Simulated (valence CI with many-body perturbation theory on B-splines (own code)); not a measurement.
## E1 line list for Ar IV

Method: configuration interaction combined with many-body perturbation theory (CI+MBPT): five valence electrons over a frozen Dirac-Fock core [Ne], radial functions for each j: 9 s, 9 p, 8 d, 6 f, 3 g, 1 h, with the one-electron correlation potential Σ1 (screened to all orders), the two-electron term Σ2, the three-electron term Σ3, Breit, model QED; selected single and double excitations, second order for the rest, scaled by the run's own slope (own B-spline code, finite nucleus).

Against 38 measured levels this calculation errs by 159 cm⁻¹ on average and by 399 at most. These come from a selection out of Saloman, J. Phys. Chem. Ref. Data 39, 033101 (2010). Levels without a partner in it may be off by more. Among the levels kept, up to 1200 cm⁻¹ of a level comes from second order outside the variational space, and about a tenth of that is noise between levels of different J, which matters for small intervals.

Lines 101 to 150 of 165 in falling wavelength, among levels below 33.175 eV, chosen from the strongest by gf and those to the six lowest levels. Wavelengths and rates use the calculated energies, so an error of 200 cm⁻¹ moves a line at 489.5 Å by 0.098 % and its rate by three times that or more. Electric multipoles are in the length gauge, E1 and E2 with the static RPA response of the core. Weak lines are less certain than strong ones. Lines between different terms over intervals too small for the method are left out, as are lines whose strength nearly cancels. Where a level lies close to another of its J and parity, the split of strength between their lines is uncertain. The highest levels of a list are the least certain.

Names give the largest LS component (configuration and term), which can be under half, so a name can repeat, a term be missing and a line seem to break the LS rules; names also repeat where a configuration has a term twice. Letters in brackets count levels of one name in rising energy.

| λ vac (Å) | λ from measured levels | Upper | Lower | A (s⁻¹) | S (a.u.) with core polarisation | S without |
| --- | --- | --- | --- | --- | --- | --- |
| 489.5 | 489.7 | 3s2 3p2 3d 2D_3/2 [b] | 3s2 3p3 2P°_1/2 | 4.00e+08 | 9.27e-02 | 9.65e-02 |
| 487.5 | 488.0 | 3s2 3p2 3d 2D_5/2 [a] | 3s2 3p3 2D°_5/2 | 3.32e+09 | 1.14e+00 | 1.17e+00 |
| 487.2 | 487.7 | 3s2 3p2 3d 2D_5/2 [a] | 3s2 3p3 2D°_3/2 | 2.86e+08 | 9.79e-02 | 1.00e-01 |
| 473.8 |  | 3s2 3p2 3d 2P_1/2 [c] | 3s2 3p3 2P°_3/2 | 6.13e+09 | 6.43e-01 | 6.61e-01 |
| 473.4 |  | 3s2 3p2 3d 2P_1/2 [c] | 3s2 3p3 2P°_1/2 | 2.13e+10 | 2.23e+00 | 2.29e+00 |
| 472.7 |  | 3s2 3p2 3d 2P_3/2 [c] | 3s2 3p3 2P°_3/2 | 2.24e+10 | 4.67e+00 | 4.79e+00 |
| 472.3 | 472.6 | 3s2 3p2 3d 2F_5/2 [b] | 3s2 3p3 2P°_3/2 | 3.82e+06 | 1.19e-03 | 1.24e-03 |
| 472.3 |  | 3s2 3p2 3d 2P_3/2 [c] | 3s2 3p3 2P°_1/2 | 4.70e+09 | 9.77e-01 | 1.00e+00 |
| 466.6 |  | 3s2 3p2 3d 2S_1/2 | 3s2 3p3 2P°_3/2 | 2.02e+10 | 2.02e+00 | 2.08e+00 |
| 466.2 |  | 3s2 3p2 3d 2S_1/2 | 3s2 3p3 2P°_1/2 | 5.01e+09 | 5.01e-01 | 5.15e-01 |
| 465.5 | 464.7 | 3s2 3p2 4s 4P_1/2 | 3s2 3p3 2P°_3/2 | 3.63e+07 | 3.62e-03 | 3.77e-03 |
| 465.1 | 464.3 | 3s2 3p2 4s 4P_1/2 | 3s2 3p3 2P°_1/2 | 1.50e+07 | 1.49e-03 | 1.52e-03 |
| 464.0 | 463.2 | 3s2 3p2 4s 4P_3/2 | 3s2 3p3 2P°_3/2 | 1.48e+06 | 2.91e-04 | 2.74e-04 |
| 463.6 | 462.9 | 3s2 3p2 4s 4P_3/2 | 3s2 3p3 2P°_1/2 | 4.80e+04 | 9.44e-06 | 7.69e-06 |
| 461.7 | 461.0 | 3s2 3p2 4s 4P_5/2 | 3s2 3p3 2P°_3/2 | 8.61e+05 | 2.51e-04 | 2.58e-04 |
| 459.5 | 459.9 | 3s2 3p2 3d 2D_5/2 [b] | 3s2 3p3 2D°_5/2 | 2.34e+10 | 6.72e+00 | 6.90e+00 |
| 459.2 | 459.6 | 3s2 3p2 3d 2D_5/2 [b] | 3s2 3p3 2D°_3/2 | 1.98e+09 | 5.67e-01 | 5.81e-01 |
| 458.7 | 459.1 | 3s2 3p2 3d 2D_3/2 [b] | 3s2 3p3 2D°_5/2 | 2.90e+09 | 5.53e-01 | 5.67e-01 |
| 458.4 | 458.8 | 3s2 3p2 3d 2D_3/2 [b] | 3s2 3p3 2D°_3/2 | 2.36e+10 | 4.49e+00 | 4.61e+00 |
| 453.0 | 452.4 | 3s2 3p2 4s 2P_1/2 | 3s2 3p3 2P°_3/2 | 5.43e+08 | 4.98e-02 | 4.85e-02 |
| 452.7 | 452.0 | 3s2 3p2 4s 2P_1/2 | 3s2 3p3 2P°_1/2 | 2.00e+09 | 1.84e-01 | 1.80e-01 |
| 452.6 | 452.9 | 3s2 3p2 3d 4P_5/2 | 3s2 3p3 4S°_3/2 | 3.24e+10 | 8.91e+00 | 9.14e+00 |
| 451.6 | 451.9 | 3s2 3p2 3d 4P_3/2 | 3s2 3p3 4S°_3/2 | 3.23e+10 | 5.87e+00 | 6.01e+00 |
| 451.2 |  | 3s2 3p2 3d 2D_5/2 [c] | 3s2 3p3 2P°_3/2 | 3.41e+10 | 9.27e+00 | 9.48e+00 |
| 450.9 | 451.2 | 3s2 3p2 3d 4P_1/2 | 3s2 3p3 4S°_3/2 | 3.28e+10 | 2.97e+00 | 3.05e+00 |
| 450.5 | 449.8 | 3s2 3p2 4s 2P_3/2 | 3s2 3p3 2P°_3/2 | 3.22e+09 | 5.80e-01 | 5.71e-01 |
| 450.3 |  | 3s2 3p2 3d 2D_3/2 [c] | 3s2 3p3 2P°_3/2 | 5.01e+09 | 9.02e-01 | 9.25e-01 |
| 450.1 | 449.5 | 3s2 3p2 4s 2P_3/2 | 3s2 3p3 2P°_1/2 | 1.13e+08 | 2.03e-02 | 1.87e-02 |
| 449.9 |  | 3s2 3p2 3d 2D_3/2 [c] | 3s2 3p3 2P°_1/2 | 2.88e+10 | 5.17e+00 | 5.29e+00 |
| 447.8 | 448.5 | 3s2 3p2 3d 2P_3/2 [b] | 3s2 3p3 4S°_3/2 | 4.96e+08 | 8.79e-02 | 9.03e-02 |
| 445.7 | 446.4 | 3s2 3p2 3d 2P_1/2 [b] | 3s2 3p3 4S°_3/2 | 1.68e+08 | 1.46e-02 | 1.50e-02 |
| 444.2 |  | 3s2 3p2 3d 2P_1/2 [c] | 3s2 3p3 2D°_3/2 | 7.20e+06 | 6.23e-04 | 8.45e-04 |
| 444.2 | 444.9 | 3s2 3p2 3d 2D_3/2 [a] | 3s2 3p3 4S°_3/2 | 7.69e+07 | 1.33e-02 | 1.36e-02 |
| 443.5 |  | 3s2 3p2 3d 2P_3/2 [c] | 3s2 3p3 2D°_5/2 | 1.04e+08 | 1.78e-02 | 1.97e-02 |
| 443.3 |  | 3s2 3p2 3d 2P_3/2 [c] | 3s2 3p3 2D°_3/2 | 4.91e+07 | 8.44e-03 | 8.96e-03 |
| 443.2 | 443.6 | 3s2 3p2 3d 2F_5/2 [b] | 3s2 3p3 2D°_5/2 | 3.05e+09 | 7.85e-01 | 8.04e-01 |
| 443.0 | 443.4 | 3s2 3p2 3d 2F_7/2 [b] | 3s2 3p3 2D°_5/2 | 3.81e+10 | 1.31e+01 | 1.34e+01 |
| 443.0 | 443.4 | 3s2 3p2 3d 2F_5/2 [b] | 3s2 3p3 2D°_3/2 | 3.51e+10 | 9.03e+00 | 9.22e+00 |
| 441.5 | 442.2 | 3s2 3p2 3d 2D_5/2 [a] | 3s2 3p3 4S°_3/2 | 1.21e+08 | 3.07e-02 | 3.15e-02 |
| 437.9 |  | 3s2 3p2 3d 2S_1/2 | 3s2 3p3 2D°_3/2 | 1.35e+08 | 1.12e-02 | 1.13e-02 |
| 437.0 | 436.4 | 3s2 3p2 4s 4P_1/2 | 3s2 3p3 2D°_3/2 | 1.43e+07 | 1.18e-03 | 1.14e-03 |
| 435.9 | 435.4 | 3s2 3p2 4s 4P_3/2 | 3s2 3p3 2D°_5/2 | 2.35e+07 | 3.85e-03 | 3.75e-03 |
| 435.7 | 435.1 | 3s2 3p2 4s 4P_3/2 | 3s2 3p3 2D°_3/2 | 5.97e+06 | 9.74e-04 | 9.43e-04 |
| 433.9 | 433.4 | 3s2 3p2 4s 4P_5/2 | 3s2 3p3 2D°_5/2 | 6.72e+06 | 1.62e-03 | 1.55e-03 |
| 433.6 | 433.1 | 3s2 3p2 4s 4P_5/2 | 3s2 3p3 2D°_3/2 | 3.77e+05 | 9.10e-05 | 8.71e-05 |
| 426.0 | 425.5 | 3s2 3p2 4s 2P_1/2 | 3s2 3p3 2D°_3/2 | 5.51e+09 | 4.20e-01 | 4.07e-01 |
| 424.6 |  | 3s2 3p2 3d 2D_5/2 [c] | 3s2 3p3 2D°_5/2 | 3.62e+07 | 8.21e-03 | 7.80e-03 |
| 424.3 |  | 3s2 3p2 3d 2D_5/2 [c] | 3s2 3p3 2D°_3/2 | 1.32e+06 | 2.99e-04 | 3.32e-04 |
| 423.9 | 423.5 | 3s2 3p2 4s 2P_3/2 | 3s2 3p3 2D°_5/2 | 4.77e+09 | 7.18e-01 | 6.95e-01 |
| 423.7 |  | 3s2 3p2 3d 2D_3/2 [c] | 3s2 3p3 2D°_5/2 | 4.24e+07 | 6.36e-03 | 6.05e-03 |
